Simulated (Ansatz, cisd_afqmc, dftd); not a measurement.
Reaction: I2 (SMILES II) → 2 I (doublet) (the I-I bond breaks)
Each species at its own B3LYP-D3(BJ)/def2-TZVP minimum (Ansatz, a quantum-chemistry and plane-wave program).

Quantity: bond dissociation energy (electronic), in kcal/mol. Open shells are spin-unrestricted; no spin-orbit coupling. Correlated methods leave the cores frozen (noble-gas shells, and filled d and f shells in the p block). Past Kr the def2 sets carry scalar-relativistic core potentials. AFQMC/CISD: phaseless, guided by CISD from CCSD amplitudes; bars are statistical, one sigma. Outlying blocks are dropped, and bars are widened where a walk drifts. Over all cases where full CI ran beside it in this data, AFQMC minus full CI had a median of +0.1 mEh and passed +0.4 mEh in a tenth of the cases. CBS(X,Y): correlation extrapolated as X^-3, Hartree-Fock from the larger set. A bracket is a step between two methods taken in the basis named. Spin-orbit terms, left out, reach several kcal/mol for Br and I, and more for heavier atoms.

```
level                                                                                                            program  bond dissociation energy (kcal/mol)  difference against the last row
---------------------------------------------------------------------------------------------------  -------------------  -----------------------------------  -------------------------------
PBE-D4/def2-TZVPD                                                                                         Ansatz + dftd4                                 52.4                              5.0
r2SCAN/def2-TZVPD                                                                                                 Ansatz                                 46.6                             -0.8
B3LYP-D3(BJ)/def2-TZVPD                                                                                   Ansatz + dftd3                                 45.9                             -1.5
r2SCANh-D4/def2-TZVPD                                                                                     Ansatz + dftd4                                 45.4                             -2.0
wB97X-V/def2-TZVPD                                                                                                Ansatz                                 44.4                             -3.0
B2PLYP-D3(BJ)/def2-TZVPD                                                                                  Ansatz + dftd3                                 44.4                             -3.0
B2GP-PLYP-D3(BJ)/def2-TZVPD                                                                               Ansatz + dftd3                                 45.4                             -2.0
MP2/def2-SVP                                                                                                      Ansatz                                 33.9                            -13.5
CCSD/def2-TZVPP                                                                                                   Ansatz                                 37.1                            -10.3
CCSD(T)/def2-SVP                                                                                                  Ansatz                                 32.9                            -14.5
CCSD(T)/def2-QZVPP                                                                                                Ansatz                                 44.6                             -2.8
AFQMC/CISD/def2-TZVPP                                                                                         cisd_afqmc                           40.2 ± 0.3                             -7.2
CCSD(T)/CBS(def2-TZVPP,def2-QZVPP) + [AFQMC/CISD - CCSD(T)]/def2-TZVPP                               Ansatz + cisd_afqmc                           47.3 ± 0.3                             -0.1
CCSD(T)/CBS(def2-TZVPP,def2-QZVPP) + [CCSDT(Q) - CCSD(T)]/def2-TZVPP                                              Ansatz                                 47.4                              0.0
CCSD(T)/CBS(def2-TZVPP,def2-QZVPP) + [CCSDT(Q) - CCSD(T)]/def2-TZVPP + [CCSDTQ - CCSDT(Q)]/def2-SVP               Ansatz                                 47.4                              0.0
```
